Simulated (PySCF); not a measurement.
Compound: C3H3Cl4F.
Z-matrix (Å and degrees, GFN2-xTB geometry), rows numbered from 1:
```
F 
C   1  1.3668
C   2  1.5315  1  107.76
Cl  3  1.7702  2  109.93  1  -176.21
Cl  3  1.7752  2  109.49  1    63.18
C   2  1.5315  1  109.54  3  -122.60
Cl  6  1.7768  2  109.49  1   -60.08
Cl  6  1.7756  2  110.61  1    61.27
H   2  1.0986  1  106.94  3   118.94
H   3  1.0925  2  110.96  1   -56.10
H   6  1.0912  2  110.76  1  -179.02
```

Theory: PBE0/def2-SVPD in PySCF (dipole) on a GFN2-xTB geometry, gas phase.

Masses are those of the commonest isotopes; rigid-rotor values at the optimised geometry. The values belong to one conformer with, in the numbering `[F:1][CH:2]([CH:3]([Cl:4])[Cl:5])[CH:6]([Cl:7])[Cl:8]`, F1–C2–C3–Cl4 -176°, F1–C2–C6–Cl7 -60°.

(1) What are A, B and C (cm⁻¹)?

(2) What kind of rotor is it?

(3) Is it planar, by Δ = Ic − Ia − Ib?

(4) Give the other two planar moments, Paa and Pbb, and the rms extents of the mass along the axes.

(5) Which types of transition are allowed, and where do some lines up to J = 3 fall?

(6) Estimate the classical rotational partition function at 50 K, 100 K and 200 K.

Results:

(1) Ia = 345.36, Ib = 819.03, Ic = 922.38 u·Å²; 505379 MHz·u·Å²/I gives 1463, 617.0 and 547.9 MHz, that is A = 0.04881, B = 0.02058, C = 0.01828 cm⁻¹.

(2) An asymmetric top: κ = (2 × 617.0 − 1463 − 547.9)/(1463 − 547.9) = -0.85.

(3) Not planar: Δ = Ic − Ia − Ib = -242.01 u·Å². For a rigid frame Δ = −2 Σ m c², so Σ m c² = 121.00 u·Å² lies off the ab plane: 4.28 from hydrogen and 116.72 from heavier atoms. The atom farthest from that plane is 1.29 Å away.

(4) Paa = Σ m a² = (Ib + Ic − Ia)/2 = 698.03 and Pbb = Σ m b² = (Ia + Ic − Ib)/2 = 224.35 u·Å². With the mass M = 197.90 u, the rms extents √(P/M) along a, b and c are 1.88, 1.06, 0.78 Å.

(5) The dipole components are |μa| = 0.37 D, |μb| = 1.03 D, |μc| = 0.82 D. The squared components, which scale the intensities, stand as 0.13 : 1.00 : 0.64 (a : b : c). Some lines, for components of 0.1 D or more:

```
type  branch         J(Ka,Kc)   MHz  lower level (cm⁻¹)
   a       Q  3(1,2) ← 3(1,3)   415               0.256
   b       Q  2(1,1) ← 2(0,2)   989               0.116
   b       Q  3(2,1) ← 3(1,2)  2458               0.269
   b       R  2(1,2) ← 1(0,1)  3107               0.039
   a       R  3(1,3) ← 2(1,2)  3389               0.142
   b       R  3(1,3) ← 2(0,2)  4170               0.116
   c       Q  3(3,1) ← 3(2,1)  4387               0.351
   b       Q  3(3,1) ← 3(2,2)  4407               0.351
   b       R  3(2,2) ← 2(1,1)  6034               0.149
   c       R  3(3,0) ← 2(2,0)  7898               0.234
   c       R  3(3,1) ← 2(2,1)  7902               0.234
```

(6) Point group C1, symmetry number σ = 1; q = (√π/σ)·√((kT/h)³/(ABC)), k/h = 20836.6 MHz/K: 84700 at 50 K, 240000 at 100 K, 678000 at 200 K.

No GFN2-xTB frequencies stand behind this structure, so it isn't proved a minimum. Constants of a rigid frame at the computed geometry: no zero-point averaging, no centrifugal distortion. Quadrupole hyperfine structure (35Cl) is left out.

Time: 50 s wall. Hardware: an Arm Neoverse V1 with one thread (shared host). This is the PBE0/def2-SVPD job that gave the dipole, with the excitations it also computed.
